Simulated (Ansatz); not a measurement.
`C[Si@@H](O)O[Si@H](O)Cl` + H₂O → `O[SiH](O)O[SiH](O)Cl` + CH₄  (formal hydrolysis of the Si–C bond)

Gas-phase electronic energies from Ansatz, PBE0-D4/def2-TZVP geometries. CCSD(T)/CBS adds triple-zeta CCSD(T) − MP2 to the extrapolated MP2 energy (def2 sets, frozen cores). This one scheme is used for every species. DFT in def2-TZVPP. B3LYP here is the variant with VWN-RPA as its local correlation; programs differ in this. One conformer a species, not always the lowest.

`C[Si@@H](O)O[Si@H](O)Cl`:

```xyz
14

C    -2.115    0.659   -0.452
Si   -0.320    0.975   -0.177
O    -0.020    0.815    1.442
O     0.570   -0.155   -0.981
Si    1.603   -1.284   -0.438
O     0.971   -2.175    0.766
Cl    3.286   -0.299    0.238
H    -2.346    0.664   -1.520
H    -2.397   -0.316   -0.048
H    -2.724    1.423    0.036
H     0.123    2.312   -0.642
H     0.759    1.257    1.783
H     1.990   -2.193   -1.522
H     0.620   -1.684    1.515
```

H₂O:

```xyz
3

O    -0.092    0.198    0.322
H     0.720   -0.281    0.143
H    -0.628    0.083   -0.465
```

`O[SiH](O)O[SiH](O)Cl`:

Z-matrix (Å, degrees):
```
Si
O 1 1.632
O 1 1.642 2 109.2
O 1 1.623 2 108.7 3 121.7
H 1 1.471 2 113.8 3 -119.9
H 2 0.961 1 117.4 3 30.9
Si 3 1.611 1 148.8 2 -14.9
H 4 0.959 1 118.2 2 -38.1
O 7 1.620 3 112.7 1 -132.6
Cl 7 2.072 3 106.9 1 -11.9
H 7 1.467 3 112.2 1 106.8
H 9 0.959 7 119.7 3 57.2
```

CH₄:

Z-matrix (Å, degrees):
```
C
H 1 1.090
H 1 1.090 2 109.5
H 1 1.090 2 109.5 3 -120.0
H 1 1.090 2 109.5 3 120.0
```

```csv
level,ΔE (kJ/mol),difference from CCSD(T)/CBS
PBE-D4,-105.1,7.5
ωB97X-V,-113.2,-0.6
B2PLYP,-121.6,-9.0
PBE,-108.7,3.9
PBE0,-111.2,1.4
B3LYP,-123.3,-10.7
CCSD/def2-TZVPP,-116.4,-3.8
HF/def2-QZVPP,-135.9,-23.3
MP2/def2-QZVPP,-114.6,-2.0
SCS-MP2/def2-QZVPP,-118.0,-5.4
CCSD(T)/CBS,-112.6,0
```

Largest T1 diagnostic among the species: 0.011.

In def2-TZVPP, CCSD(T) changes the Hartree–Fock value by +20.7 kJ/mol (the triples alone add +2.4 kJ/mol) and MP2 by +19.7 kJ/mol. The D4 term adds +5.5 kJ/mol with B3LYP and +3.2 kJ/mol with PBE0; it sums over pairs of atoms, weighted by their polarisabilities, and B3LYP, whose exchange is more repulsive, gets the larger term.
